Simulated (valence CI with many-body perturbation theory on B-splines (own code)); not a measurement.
## Energy levels of Pd³⁸⁺

Method: configuration interaction combined with many-body perturbation theory (CI+MBPT): six valence electrons over a frozen Dirac-Fock core [He], a basis of 9 s, 9 p, 8 d, 6 f, 3 g, 1 h functions for each j, with the one-electron correlation potential Σ1 (screened to all orders), the two-electron term Σ2, the three-electron term Σ3, Breit, model QED; selected single and double excitations, second order for the rest, scaled by the run's own slope (own B-spline code, finite nucleus).

No measured spectrum was set against this ion. As an estimate, large intervals hold to a few tenths of a per cent, small ones and those within an open d or f shell to about a per cent. Among the levels kept, up to 2200 cm⁻¹ of a level comes from second order outside the variational space, and about a tenth of that is noise between levels of different J, which matters for small intervals.

Levels 46 to 71 of 71, with energies above the lowest level, (2s^2 2p1/2^2 2p3/2^2) J=2. "Leading %" is the weight of the configuration and term that name the level; weights of strongly mixed levels are sums over their largest components and can fall short. In the jj column 3d3/2^4 stands for four electrons in 3d with j = 3/2. Lifetimes count E1, E2, E3, M1 and M2 decay at the calculated energies, and are blank where another channel may lead or the interval is too uncertain; long ones can be off by a factor of two.

| No. | Configuration | Term | J | E (Ry) | Leading % | Lifetime | g | Second component | Leading jj |
| --- | --- | --- | --- | --- | --- | --- | --- | --- | --- |
| 46 | 2s2 2p3 3p | 1D | 2 | 252.56 | 50 | 1.14 ps | 1.164 | 24 % 2s2 2p3 3p 3P | 2s^2 2p1/2 2p3/2^2 3p3/2 (98 %) |
| 47 | 2s2 2p3 3p | 3P | 1 | 253.01 | 46 | 1.40 ps | 1.488 | 28 % 2s2 2p3 3p 3S | 2s^2 2p1/2 2p3/2^2 3p3/2 (96 %) |
| 48 | 2s2 2p3 3p | 3D | 2 | 253.28 | 46 | 1.56 ps | 1.138 | 34 % 2s2 2p3 3p 1D | 2s^2 2p1/2 2p3/2^2 3p3/2 (96 %) |
| 49 | 2s 2p4 3s | 5P | 3 | 254.83 | 78 | 329 fs | 1.585 | 19 % 2s 2p4 3s 3D | 2s 2p1/2^2 2p3/2^2 3s (94 %) |
| 50 | 2s2 2p3 3d | 3D° | 1 | 254.85 | 45 | 40.3 fs | 0.977 | 39 % 2s2 2p3 3d 5D° | 2s^2 2p1/2 2p3/2^2 3d3/2 (96 %) |
| 51 | 2s2 2p3 3d | 3F° | 2 | 254.94 | 39 | 37.8 fs | 1.088 | 37 % 2s2 2p3 3d 5D° | 2s^2 2p1/2 2p3/2^2 3d3/2 (95 %) |
| 52 | 2s2 2p3 3d | 5D° | 0 | 254.98 | 48 | 40.8 fs |  | 34 % 2s2 2p3 3d 1S° | 2s^2 2p1/2 2p3/2^2 3d3/2 (94 %) |
| 53 | 2s2 2p3 3d | 5D° | 3 | 255.28 | 32 | 22.7 fs | 1.139 | 28 % 2s2 2p3 3d 3G° | 2s^2 2p1/2 2p3/2^2 3d3/2 (85 %) |
| 54 | 2s2 2p3 3d | 5D° | 4 | 255.64 | 50 | 64.4 ps | 1.275 | 30 % 2s2 2p3 3d 3G° | 2s^2 2p1/2 2p3/2^2 3d5/2 (97 %) |
| 55 | 2s2 2p3 3d | 3D° | 3 | 255.72 | 63 | 94.1 fs | 1.250 | 14 % 2s2 2p3 3d 5D° | 2s^2 2p1/2 2p3/2^2 3d5/2 (87 %) |
| 56 | 2s2 2p3 3s | 3P° | 2 | 255.89 | 51 | 20.5 fs | 1.442 | 16 % 2s2 2p3 3s 3D° | 2s^2 2p3/2^3 3s (90 %) |
| 57 | 2s 2p4 3s | 3P | 2 | 255.98 | 63 | 41.8 fs | 1.440 | 13 % 2s 2p4 3s 5P | 2s 2p1/2^2 2p3/2^2 3s (95 %) |
| 58 | 2s2 2p3 3s | 1P° | 1 | 256.23 | 35 | 23.9 fs | 1.073 | 25 % 2s2 2p3 3s 3D° | 2s^2 2p3/2^3 3s (89 %) |
| 59 | 2s2 2p3 3d | 3G° | 4 | 256.23 | 42 | 27.6 ps | 1.069 | 35 % 2s2 2p3 3d 1G° | 2s^2 2p1/2 2p3/2^2 3d3/2 (96 %) |
| 60 | 2s2 2p3 3d | 3D° | 1 | 256.51 | 41 | 9.58 fs | 1.037 | 21 % 2s2 2p3 3d 1P° | 2s^2 2p1/2 2p3/2^2 3d5/2 (79 %) |
| 61 | 2s2 2p3 3d | 3P° | 2 | 256.65 | 35 | 6.27 fs | 1.205 | 20 % 2s2 2p3 3d 1D° | 2s^2 2p1/2 2p3/2^2 3d3/2 (63 %) |
| 62 | 2s2 2p3 3d | 3D° | 3 | 256.76 | 46 | 4.54 fs | 1.190 | 34 % 2s2 2p3 3d 3F° | 2s^2 2p1/2 2p3/2^2 3d3/2 (88 %) |
| 63 | 2s2 2p3 3d | 3F° | 4 | 256.92 | 69 | 57.9 ps | 1.166 | 29 % 2s2 2p3 3d 1G° | 2s^2 2p1/2 2p3/2^2 3d5/2 (97 %) |
| 64 | 2s2 2p3 3d | 3G° | 5 | 257.03 | 100 | 66.7 ps | 1.191 |  | 2s^2 2p1/2 2p3/2^2 3d5/2 (100 %) |
| 65 | 2s2 2p3 3d | 3P° | 1 | 257.29 | 67 | 4.02 fs | 1.298 | 16 % 2s2 2p3 3d 3D° | 2s^2 2p1/2 2p3/2^2 3d3/2 (78 %) |
| 66 | 2s2 2p3 3d | 3P° | 0 | 257.41 | 53 | 9.18 fs |  | 44 % 2s2 2p3 3d 1S° | 2s^2 2p1/2 2p3/2^2 3d5/2 (95 %) |
| 67 | 2s2 2p3 3d | 3D° | 2 | 257.41 | 86 | 4.53 fs | 1.152 | 4 % 2s2 2p3 3d 3F° | 2s^2 2p1/2 2p3/2^2 3d5/2 (56 %) |
| 68 | 2s2 2p3 3d | 3F° | 2 | 257.88 | 36 | 16.1 fs | 1.021 | 28 % 2s2 2p3 3d 1D° | 2s^2 2p1/2 2p3/2^2 3d3/2 (58 %) |
| 69 | 2s2 2p3 3d | 3S° | 1 | 258.05 | 52 | 4.90 fs | 1.483 | 28 % 2s2 2p3 3d 1P° | 2s^2 2p1/2 2p3/2^2 3d5/2 (77 %) |
| 70 | 2s2 2p3 3d | 1F° | 3 | 258.43 | 59 | 6.19 fs | 1.088 | 28 % 2s2 2p3 3d 3D° | 2s^2 2p1/2 2p3/2^2 3d5/2 (92 %) |
| 71 | 2s2 2p3 3d | 3F° | 2 | 258.75 | 37 | 6.26 fs | 0.975 | 34 % 2s2 2p3 3d 1D° | 2s^2 2p1/2 2p3/2^2 3d5/2 (68 %) |
